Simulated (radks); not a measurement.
Ar, 18 electrons, occupied as [Ar].

Method: scalar-relativistic Kohn-Sham, PBE, spin-polarised, spherical densities, finite nucleus; Fermi nuclear charge, rms radius 3.4274 fm; computed with a radial shooting solver on a logarithmic mesh with Libxc functionals.

Energy parts (hartree):
part                       energy
total                  -529.22919
kinetic                 531.98699
electron-nucleus      -1262.76160
Hartree                 232.36051
exchange-correlation    -30.81509

Orbitals (lengths in bohr, moments of r in powers of bohr; r(max) is where P^2 peaks):
orbital,occ.,eigenvalue (hartree),<r>,<r^2>,r(max)
1s,2,-114.6707,0.08573,0.009889,0.05606
2s,2,-10.91418,0.4141,0.2035,0.3386
2p,6,-8.44816,0.3767,0.1764,0.2809
3s,2,-0.89253,1.406,2.303,1.176
3p,6,-0.37741,1.664,3.346,1.291

The highest occupied level is 3p at -10.270 eV. Summed over all electrons, <r^2> = 26.17 bohr^2, which gives a Langevin (diamagnetic) susceptibility term of -20.7 x 10^-6 cm^3/mol. The density falls to 0.001 e/bohr^3 at r = 3.75 bohr.
